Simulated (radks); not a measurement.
The numbers below are computed, except where a source is named.
Mo3+, 39 electrons, occupied as [Kr] 4d2.5 5s0.5 (fractional occupations, a model configuration). Code: a radial shooting solver on a logarithmic mesh with Libxc functionals. Model: scalar-relativistic Kohn-Sham, PBEsol, spin-polarised, spherical densities, finite nucleus; open shells are filled with parallel spins first (spin-orbit coupling, left out, can overturn this in heavy ions); Fermi nuclear charge, rms radius 4.4091 fm.

X-ray form factor f0, the Fourier transform of the density (f0(0) = 39):

| sin(theta)/lambda (1/angstrom) | f0 (electrons) |
|---|---|
| 0.05 | 38.499 |
| 0.1 | 37.117 |
| 0.15 | 35.148 |
| 0.2 | 32.906 |
| 0.25 | 30.633 |
| 0.3 | 28.475 |
| 0.4 | 24.754 |
| 0.5 | 21.858 |
| 0.6 | 19.584 |
| 0.8 | 15.980 |
| 1 | 12.935 |
| 1.25 | 9.890 |
| 1.5 | 7.832 |
| 2 | 5.805 |
